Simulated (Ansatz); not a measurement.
Reaction (ligand exchange at a B–Se bond): `B[Se][SiH2]F` + `C=CN[SiH3]` → `BN([SiH3])C=C` + `F[SiH2][SeH]`

Program: Ansatz. Geometries: PBE0-D4/def2-TZVP. ΔE: electronic, gas phase. CBS: MP2 limit from def2 TZ/QZ plus the TZ coupled-cluster correction, frozen cores. This one scheme is used for every species. Functionals use def2-TZVPP. B3LYP here is the variant with VWN-RPA as its local correlation; programs differ in this. For Se outer-core shells are correlated without core-valence functions, which leaves a few kJ/mol of doubt a bond. Scalar relativity is left out up to krypton. Each species was taken in one conformer, which may not be the lowest.

```tsv
level	ΔE (kcal/mol)
B3LYP-D4	-12.3
SCS-MP2/def2-TZVPP	-12.2
```

Question: What does CCSD(T)/CBS give? (An estimate is asked.)

Answer: Ansatz gave: -12.1 kcal/mol. The listed levels differ from it by -0.2, -0.1 kcal/mol.

Largest T1 diagnostic among the species: 0.013.

The D4 term adds −1.0 kcal/mol with B3LYP and −0.5 kcal/mol with PBE0; it sums over pairs of atoms, weighted by their polarisabilities, and B3LYP, whose exchange is more repulsive, gets the larger term. In def2-TZVPP, CCSD(T) changes the Hartree–Fock value by −1.4 kcal/mol (the triples alone add −0.1 kcal/mol) and MP2 by −0.8 kcal/mol.
